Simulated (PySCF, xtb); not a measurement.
1,2-difluorocyclopenta-1,3-diene (C₅H₄F₂), SMILES FC1=C(F)CC=C1. One conformer was computed; it need not be the lowest.

Harmonic wavenumbers (cm⁻¹) from GFN2-xTB in xtb at its own minimum, in rising order: 212, 256, 300, 380, 424, 542, 585, 686, 748, 833, 853, 891, 1008, 1034, 1037, 1120, 1179, 1223, 1288, 1344, 1385, 1588, 1703, 2961, 2985, 3149, 3164.

### Question
What does PBE-D3(BJ)/def2-SVP (PySCF) give at its own minimum? (The exact figures need the calculation; the answer reports its results.)

### Answer
220, 262, 277, 379, 440, 553, 602, 674, 684, 817, 858, 901, 938, 1022, 1058, 1110, 1176, 1242, 1312, 1333, 1401, 1560, 1709, 2971, 3012, 3156, 3178. Paired by order, the mean absolute difference is 17 cm⁻¹ and the zero-point energies are 47.0 and 47.0 kcal/mol.
